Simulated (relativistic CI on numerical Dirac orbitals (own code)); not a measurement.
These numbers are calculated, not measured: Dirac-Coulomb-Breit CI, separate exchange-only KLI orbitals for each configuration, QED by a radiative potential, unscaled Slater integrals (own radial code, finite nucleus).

The strongest absorption lines from the ground level of an ion, among the configurations computed and to levels below about 4240 eV (vacuum wavelength in nm, gf): 0.32245 (0.46), 0.32327 (0.39), 0.32906 (0.92), 0.32926 (0.87), 0.32932 (1.2), 0.33022 (1.6), 0.34560 (1.2), 0.34652 (0.8).

(1) Which ion is it?
A. Ag⁴²⁺
B. I⁴⁶⁺
C. Ag⁴⁰⁺
D. Ag³⁸⁺

Answers

(1) C. Ag⁴⁰⁺ has 7 electrons and the ground level 2s2 2p3 2P°_3/2; the strongest line goes to 2s2 2p2 3d 4P_5/2. The pattern of lines fixes the number of electrons, and along that sequence the line energies rise steadily with the charge (about as its square where n changes within one kind of shell, about linearly where n is kept but much faster in heavy ions where fine structure, which grows about as Z⁴, sets the gap, and irregularly where shells cross), which fixes Z. Configurations outside the model, such as inner-shell arrays, can give stronger lines. At this charge energies of transitions that change n are usually good to better than 1 %, and those within a shell (Δn = 0) to a few per cent.

LS names give the leading component of a level, which can be under half, so a name can repeat, a term be missing and a line seem to break the LS rules.
